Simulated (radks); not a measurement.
Numerical settings for neutral platinum, [Xe] 4f14 5d9 6s1. All-electron calculation, Dirac Kohn-Sham, PBE, spin-unpolarised, spherical densities, finite nucleus; open shells fill j = l - 1/2 first; Fermi nuclear charge, rms radius 5.427 fm. Program: a radial shooting solver on a logarithmic mesh with Libxc functionals. The defaults (mesh step 0.008 in ln r, mesh end at 40 bohr or more with all orbitals vanishing there, Anderson mixing 0.5 over 9 steps, residual threshold near 1e-9 with the energy settled to 1e-9 hartree or 1e-11 of itself, here a cap of 72 iterations) give E = -18442.899 hartree and 5d5/2 at -5.603 eV in 15 iterations. Run on one thread of a shared host, so times are rough (Arm Neoverse V2): 0.16 s of CPU time, 0.16 s wall, 15 iterations on 2440 mesh points. Changes against that run (0 stands for a change within the tolerance of the run):

setting                    iterations  converged  E (mhartree)  e(5d5/2) (meV)  CPU (s)
mesh step in ln r 0.08              4         no      diverged               -     0.02
mesh step in ln r 0.05             15        yes        +0.115          -0.017     0.03
mesh step in ln r 0.005            15        yes             0               0     0.24
mesh end (bohr) 8                  15        yes         +1.67           +94.5     0.15
mesh end (bohr) 12                 15        yes       +0.0098           +1.19     0.15
residual threshold 1e-05           12        yes             0          -0.227     0.14
residual threshold 0.001            9        yes      +0.00201           -15.7     0.11
mixing 0.01                        72         no             0        -0.00494     0.55
linear mixing, mixing 0.5          30        yes             0               0     0.25
linear mixing, mixing 0.8          72         no     +2.74e+05       -2.01e+04        2
mixing history 2                   29        yes             0               0     0.25
iteration cap 3                     3         no         +65.4            +692     0.05

Settings that end as converged yet miss the energy by more than 1 mhartree: mesh end (bohr) 8 (+0.00167 hartree). A mesh that ends early acts as a hard wall.
